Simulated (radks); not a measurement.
Species: O2-. Configuration: [Ne].

Calculated with a radial shooting solver on a logarithmic mesh with Libxc functionals: scalar-relativistic Kohn-Sham, LDA (Slater exchange, VWN5 correlation), spin-polarised, spherical densities, point nucleus; Watson sphere of charge +2 and radius 1.84 bohr.

Energy parts (hartree; the electron-nucleus part includes the sphere):
| part | energy |
|---|---|
| total | -84.61014 |
| kinetic | 75.43992 |
| electron-nucleus | -198.08612 |
| Hartree | 46.74924 |
| exchange-correlation | -8.71318 |

Orbitals (lengths in bohr, moments of r in powers of bohr; <r^-3> diverges for s and p1/2; r(90%) holds 90 % of the orbital's charge):
| orbital | occ. | eigenvalue (hartree) | <r> | r(90%) | <r^-3> |
|---|---|---|---|---|---|
| 1s | 2 | -18.54509 | 0.2007 | 0.360 | - |
| 2s | 2 | -0.83296 | 1.223 | 1.99 | - |
| 2p | 6 | -0.31141 | 1.452 | 2.57 | 3.973 |

The highest occupied level is 2p at -8.474 eV. Summed over all electrons, <r^2> = 20.60 bohr^2, which gives a Langevin (diamagnetic) susceptibility term of -16.3 x 10^-6 cm^3/mol.
